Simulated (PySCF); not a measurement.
PySCF input (BP86/6-31G* (5d)):

```python
from pyscf import gto, dft

mol = gto.M(
    atom='''
    F     1.36554000   -0.93832800    0.27872000
    B     0.44923500    0.06271900    0.14064800
    F     1.07280900    1.27282200    0.22770500
    Si   -1.44899700   -0.20186000   -0.43470000
    H    -1.80048000   -1.39861600    0.43889300
    H    -2.10487300    0.90062000    0.38584600
    ''',
    basis='6-31g*',
    charge=-1,
    spin=0,
    verbose=4,
)

mf = dft.RKS(mol, xc='bp86')
mf.grids.level = 3
mf.conv_tol = 1e-9
mf.max_cycle = 100
mf.max_memory = 1500
mf.kernel()
if not mf.converged:
    mf = mf.newton()
    mf.kernel(mf.make_rdm1())
mf.dip_moment()
```

Output:

```
PySCF version 2.14.0

[INPUT] verbose = 4
[INPUT] num. atoms = 6
[INPUT] num. electrons = 40
[INPUT] charge = -1
[INPUT] spin (= nelec alpha-beta = 2S) = 0
[INPUT] symmetry False subgroup None
[INPUT] Mole.unit = angstrom
[INPUT] Symbol           X                Y                Z      unit          X                Y                Z       unit  Magmom
[INPUT]  1 F      1.365540000000  -0.938328000000   0.278720000000 AA    2.580496612139  -1.773182935011   0.526704465439 Bohr   0.0
[INPUT]  2 B      0.449235000000   0.062719000000   0.140648000000 AA    0.848931115569   0.118521732807   0.265786199968 Bohr   0.0
[INPUT]  3 F      1.072809000000   1.272822000000   0.227705000000 AA    2.027315193969   2.405284985321   0.430300087194 Bohr   0.0
[INPUT]  4 Si    -1.448997000000  -0.201860000000  -0.434700000000 AA   -2.738207485316  -0.381460115505  -0.821463946348 Bohr   0.0
[INPUT]  5 H     -1.800480000000  -1.398616000000   0.438893000000 AA   -3.402414092757  -2.643001193435   0.829387567989 Bohr   0.0
[INPUT]  6 H     -2.104873000000   0.900620000000   0.385846000000 AA   -3.977633496992   1.701925142306   0.729143266259 Bohr   0.0

nuclear repulsion = 134.471720454245
number of shells = 30
number of NR pGTOs = 140
number of NR cGTOs = 64
basis = 6-31g*
ecp = {}

******** <class 'pyscf.dft.rks.RKS'> ********
method = RKS
initial guess = minao
damping factor = 0
level_shift factor = 0
DIIS = <class 'pyscf.scf.diis.CDIIS'>
diis_start_cycle = 1
diis_space = 8
diis_damp = 0
SCF conv_tol = 1e-09
SCF conv_tol_grad = None
SCF max_cycles = 100
direct_scf = True
direct_scf_tol = 1e-13
XC library pyscf.dft.libxc version 7.1.2
    S. Lehtola, C. Steigemann, M. J. T. Oliveira, and M. A. L. Marques,  SoftwareX 7, 1–5 (2018)
XC functionals = bp86
    A. D. Becke,  Phys. Rev. A 38, 3098 (1988)
    J. P. Perdew,  Phys. Rev. B 33, 8822 (1986)
    J. P. Perdew,  Phys. Rev. B 34, 7406–7406 (1986)
radial grids:
    Treutler-Ahlrichs [JCP 102, 346 (1995); DOI:10.1063/1.469408] (M4) radial grids

becke partition: Becke, JCP 88, 2547 (1988); DOI:10.1063/1.454033
pruning grids: <function nwchem_prune>
grids dens level: 3
symmetrized grids: False
atomic radii adjust function: <function treutler_atomic_radii_adjust>
small_rho_cutoff = 0
Set gradient conv threshold to 3.16228e-05
Initial guess from minao.
tot grids = 81368
init E= -515.389934614033
  HOMO = -0.217414521907727  LUMO = -0.078812660707078  gap/eV = 3.77155
cycle= 1 E= -515.246947738982  delta_E= 0.143  |g|=  0.7  |ddm|= 2.24
  HOMO = 0.0757878350735055  LUMO = 0.217393773033387  gap/eV = 3.85329
cycle= 2 E= -515.10595333756  delta_E= 0.141  |g|= 1.21  |ddm|= 1.37
  HOMO = 0.0579559576727346  LUMO = 0.18570601832069  gap/eV = 3.47626
cycle= 3 E= -515.333169637194  delta_E= -0.227  |g|= 0.112  |ddm|= 0.769
  HOMO = 0.0353846230965358  LUMO = 0.171130235947798  gap/eV = 3.69383
cycle= 4 E= -515.337367032972  delta_E= -0.0042  |g|= 0.0206  |ddm|= 0.196
  HOMO = 0.0377467568448342  LUMO = 0.171050160324325  gap/eV = 3.62737
cycle= 5 E= -515.337504172092  delta_E= -0.000137  |g|= 0.0083  |ddm|= 0.0436
  HOMO = 0.0371746020107455  LUMO = 0.171703140721378  gap/eV = 3.66071
cycle= 6 E= -515.337529169812  delta_E= -2.5e-05  |g|= 0.00309  |ddm|= 0.0175
  HOMO = 0.0372822874129239  LUMO = 0.171420011668618  gap/eV = 3.65007
cycle= 7 E= -515.337533868542  delta_E= -4.7e-06  |g|= 0.000693  |ddm|= 0.00687
  HOMO = 0.037295818181029  LUMO = 0.171450593989336  gap/eV = 3.65054
cycle= 8 E= -515.337534059949  delta_E= -1.91e-07  |g|= 8.75e-05  |ddm|= 0.00143
  HOMO = 0.037295592233948  LUMO = 0.171447898459916  gap/eV = 3.65047
cycle= 9 E= -515.337534061849  delta_E= -1.9e-09  |g|= 1.14e-05  |ddm|= 8.98e-05
  HOMO = 0.0372941865421978  LUMO = 0.171447267285091  gap/eV = 3.65049
cycle= 10 E= -515.337534061883  delta_E= -3.46e-11  |g|= 1.59e-06  |ddm|= 1.44e-05
  HOMO = 0.0372939390509091  LUMO = 0.171447333046418  gap/eV = 3.65050
Extra cycle  E= -515.337534061882  delta_E= 1.48e-12  |g|= 2.5e-06  |ddm|= 6.04e-06
converged SCF energy = -515.337534061882

WARN: System has nonzero charge -1; the dipole moment is origin-dependent.
Location of origin: [0. 0. 0.]

Dipole moment(X, Y, Z, Debye):  4.27072,  0.60267,  1.61538
```

The dipole moment of an ion depends on the origin.

The geometry given is a B3LYP-D3(BJ)/def2-TZVP minimum.
